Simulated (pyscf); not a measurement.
This saddle point was located with ωB97X-D3(BJ)/def2-SVPD in PySCF.

```xyz
9

Br     1.4149    -1.5473    -1.5181
C     -0.3200     0.8382    -0.3162
C     -0.8026    -0.4432    -0.9421
I     -3.4632     0.0316    -0.6749
H     -0.6826     0.9155     0.7165
H     -0.6947     1.7008    -0.8813
H      0.7771     0.8557    -0.3159
H     -0.9784    -1.3280    -0.3447
H     -1.0007    -0.5096    -2.0037
```
Charge -1, spin multiplicity 1.

Surface: singlet, charge -1. Lowest wavenumbers (cm⁻¹): 396i, 94, 102, 153, 192.

**Question.** Name the species on either side of this saddle.

**Answer.** bromide (Br⁻) + H₃C–CH₂–I ⇌ H₃C–CH₂–Br + I⁻, a substitution at C read from left to right: C–I broken and Br–C formed. At ωB97M-D3(BJ)/def2-TZVPD it lies +0.07 eV from the left side and +0.38 eV from the right (each side as separated species at their lowest minima found). On the reactant side the descent ends in a bound adduct, 0.48 eV under the separated species and 0.60 eV under the saddle at ωB97X-D3(BJ)/def2-TZVPD. On the product side the descent ends in a bound adduct, 0.41 eV under the separated species and 0.80 eV under the saddle at ωB97X-D3(BJ)/def2-TZVPD. This is the saddle that the search found; another between the same sides may lie lower. The angle at the attacked C is 162°. Elements up to Kr have no core potential and no relativistic terms here. Elements past Kr carry the def2 core potentials, without spin-orbit coupling.
